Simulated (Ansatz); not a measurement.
AsH5OSi, SMILES `O[AsH][SiH3]` at its PBE0-D4/def2-TZVP geometry, where that method's forces vanish. Total charge 0; spin multiplicity 1.

```xyz
8

O     0.9438    0.6020   -1.5854
As    0.7633   -0.8994   -0.5844
Si   -0.5624    0.1376    1.0887
H     1.8199    0.5863   -1.9790
H    -0.4808   -1.4398   -1.2947
H    -1.1932   -0.9403    1.8984
H    -1.6113    1.0031    0.4930
H     0.3207    0.9506    1.9635
```

**Question.** What forces (eV/Å) does r2SCAN-D4/def2-TZVPP give on these atoms in Ansatz? (Best estimate.)

**Answer.** Computed: 
```
O1  -0.053  0.180 -0.088
As2  0.035 -0.176  0.077
Si3 -0.023  0.004  0.014
H4   0.049 -0.025 -0.003
H5  -0.010  0.010  0.010
H6   0.009  0.026 -0.013
H7   0.013 -0.008  0.018
H8  -0.020 -0.012 -0.016
```
